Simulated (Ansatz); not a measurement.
`CO[SiH](F)[GeH3]` → `CO[SiH2]F` + `[GeH2]` at 500 K and 1 bar (germylene loss).

Calculated with Ansatz (gas phase, PBE0-D4/def2-TZVP geometries, no zero-point term in ΔE). CCSD(T)/CBS adds triple-zeta CCSD(T) − MP2 to the extrapolated MP2 energy (def2 sets, frozen cores). For Ge outer-core shells are correlated without core-valence functions, which leaves a few kJ/mol of doubt a bond. Scalar relativity is left out up to krypton. One conformer a species, not always the lowest.

```tsv
species	CCSD(T)/CBS energy (Eh)	H − E (kJ/mol)	S (J/(mol·K))
`CO[SiH](F)[GeH3]`	-2582.51664	260.1	471.4
`CO[SiH2]F`	-505.20189	202.7	369.3
`[GeH2]`	-2077.24753	46.3	239.7
```

H − E and S are ideal-gas, rigid-rotor, harmonic terms from PBE0-D4/def2-TZVP, for one conformer and one mirror image of each species. 1 Eh = 2625.50 kJ/mol, R = 8.31446 J/(mol·K).

Q: By hand: ΔE, ΔH, ΔS and ΔG.

A: ΔE = (-505.20189) + (-2077.24753) − (-2582.51664) = 0.06722 Eh = 176.5 kJ/mol. Δ(H − E) = 202.7 + 46.3 − 260.1 = -11.1, so ΔH = 165.4 kJ/mol. ΔS = 369.3 + 239.7 − 471.4 = 137.6 J/(mol·K). ΔG = 165.4 − 500 × (137.6)/1000 = 96.6 kJ/mol.

Q: By hand: the equilibrium constant, and the temperature at which ΔG would vanish if ΔH and ΔS stayed fixed.

A: log₁₀ K = −ΔG/(RT ln 10) = -10.1. ΔG = 0 at ΔH/ΔS = 1202 K.

The number of gas molecules changes by +1, which sets the sign of ΔS. A doubt of 5 kJ/mol in ΔE shifts log₁₀ K by 0.5 here. Other conformers and mirror images would add mixing entropy, several J/(mol·K) or more a flexible species. These are equilibria of isolated gas molecules and say nothing of rates. Largest T1 diagnostic: 0.012 (customary marks: 0.02 for closed shells, 0.045 for open ones).
